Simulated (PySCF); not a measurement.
Isomers of C6H8N2, one GFN2-xTB conformer each. Single-point energies are computed at PBE0/pcSseg-1 (PySCF, gas phase, no added dispersion term), electronic only.

Task: Rank them by PBE0/pcSseg-1 energy, lowest first (kcal/mol).
A. `[H]/[N:7]=[CH:6]\[c:5]1[cH:4][cH:3][n:2]([CH3:1])[cH:8]1` with C4–C5–C6–N7 180°
B. `[CH3:1][CH2:2][c:3]1[cH:4][cH:5][cH:6][n:7][n:8]1` with C1–C2–C3–C4 84°
C. p-phenylenediamine (`Nc1ccc(N)cc1`)

Result: C (0.0), A (20.8), B (27.7).

As drawn, the lowest has an N–H bond, which the highest lacks; the highest has an N–N linkage, which the lowest lacks. GFN2-xTB itself gives, in the same order: 0.0, 6.5, 12.7. Both levels put the same isomer lowest; measured from each level's own lowest isomer, the values differ by up to 15.0 kcal/mol (CCc1cccnn1: 12.7 against 27.7).

Task: Which frontier levels, dipoles and rotational constants go with these structures?

Result: 
```json
{"SMILES": "Nc1ccc(N)cc1", "HOMO (eV, PBE0/pcSseg-1)": "-4.98", "LUMO (eV)": "0.10", "dipole (D)": "1.98", "A, B, C (MHz)": "5594, 1499, 1184"}
{"SMILES": "[H]/N=C\\c1ccn(C)c1", "HOMO (eV, PBE0/pcSseg-1)": "-6.37", "LUMO (eV)": "-0.44", "dipole (D)": "5.37", "A, B, C (MHz)": "5282, 1387, 1106"}
{"SMILES": "CCc1cccnn1", "HOMO (eV, PBE0/pcSseg-1)": "-6.54", "LUMO (eV)": "-1.33", "dipole (D)": "4.01", "A, B, C (MHz)": "4765, 1577, 1310"}
```
